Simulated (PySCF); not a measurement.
C2H6AlF (SMILES [CH3][Al]([CH3])[F]), singlet, at a GFN2-xTB geometry (such geometries of metal compounds can be far from the true shape). Base run: B3LYP/6-31G, TDA run with PySCF.

PySCF was given this input:
```python
from pyscf import gto, scf, dft, tdscf

mol = gto.M(
    atom='''
Al   -0.018122    0.013841   -0.018150
C     1.808266   -0.200631   -0.776433
H     2.235444   -1.187839   -0.587723
H     2.517574    0.524854   -0.369295
H     1.788200   -0.049842   -1.860537
C    -0.745277   -0.556671    1.742736
H    -1.426969   -1.406597    1.640447
H    -1.330043    0.248003    2.199605
H     0.027221   -0.849799    2.455767
F    -1.105974    0.787233   -1.004459
''',
    basis='6-31g',
    charge=0,
    spin=0,
    verbose=4,
)

mf = dft.RKS(mol)
mf.xc = 'b3lyp'
mf.kernel()
td = mf.TDA()
td.nstates = 5
td.kernel()
td.analyze()
```

Variants of this job, named by their change:

| change | first excitation (eV) | oscillator strength of the first | second (eV) | core-seconds (rough) |
|---|---|---|---|---|
| base | 5.77 | 0.000 | 7.26 | 30 |
| response = full linear response | 5.76 | 0.000 | 7.17 | 70 |
| functional = hf | 7.12 | 0.000 | 8.39 | 2 |
| states = triplets | 5.53 | - | 6.12 | 50 |
| basis = 6-31+G* | 5.78 | 0.000 | 6.27 | 60 |
| functional = blyp | 5.37 | 0.000 | 6.76 | 60 |
| nstates = 15 | 5.77 | 0.000 | 7.26 | 50 |
| functional = m062x | 5.88 | 0.000 | 7.56 | 90 |
| functional = pbe | 5.42 | 0.000 | 6.89 | 40 |
| functional = lc_wpbe | 6.41 | 0.000 | 8.18 | 60 |

An iterative solver can miss low states, so a row lists the states that it found.
